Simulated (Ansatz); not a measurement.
Basis-set extrapolation for AlBH$_{8}$OSi$_{2}$ (`[AlH2][B]([SiH3])O[SiH3]`) (PBE0-D4/def2-TZVP geometry, frozen core, Ansatz). Multiplicity 1, RHF reference.

```
                      def2-TZVPP   def2-QZVPP
                 HF  -924.089460  -924.119899
    MP2 correlation    -0.665479    -0.715012
CCSD(T) correlation    -0.762212      not run
```

Energies in hartree. Use E(X) = E(∞) + A·exp(−7.88·√X) for Hartree–Fock and E(X) = E(∞) + B·X^(−2.97) for correlation, with X = 3 and 4, and add CCSD(T) minus MP2 of the smaller set to the MP2 limit.

**Question.** What is the CCSD(T) energy at the basis-set limit?

**Answer.** HF limit: -924.119899 + (-0.030439) × 0.13774 = -924.12409. MP2 limit: -0.715012 + (-0.049533) × 0.74074 = -0.75170. Higher-order term: -0.762212 − (-0.665479) = -0.09673. Total: -924.97252 hartree, 3.29 eV below CCSD(T)/def2-TZVPP.
